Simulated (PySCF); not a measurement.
B3LYP has the VWN-RPA correlation part, as in Gaussian. Delta-SCF ions had no search for a lower state. Excitations are Tamm–Dancoff values on a coarser integration grid. The basis has no diffuse functions, so Rydberg states are missing or too high.

# HCl$_{2}$Ga, SMILES `[Cl][GaH][Cl]` (charge 0, multiplicity 1)

These are B3LYP-D3(BJ)/def2-TZVP in PySCF values and carry that method's errors.

```yaml
HOMO: -8.85 eV
dipole_moment: 1.75 D
HOMO–LUMO gap: 6.82 eV
LUMO: -2.03 eV
S1 excitation (TDA): 5.70 eV
S1 oscillator strength: 0.000
T1 excitation (TDA): 5.54 eV
S1–T1 gap (TDA): 0.16 eV
vertical ionisation energy (Delta-SCF): 11.28 eV
total_energy: -2846.0754 Ha
cost: roughly 40 core-seconds
```

```xyz
4

Cl     1.8332    -0.9143     0.0471
Ga    -0.0047     0.1879    -0.0098
Cl    -1.7852    -1.0046     0.0532
H     -0.0433     1.7309    -0.0905
```
Charge 0, spin multiplicity 1.
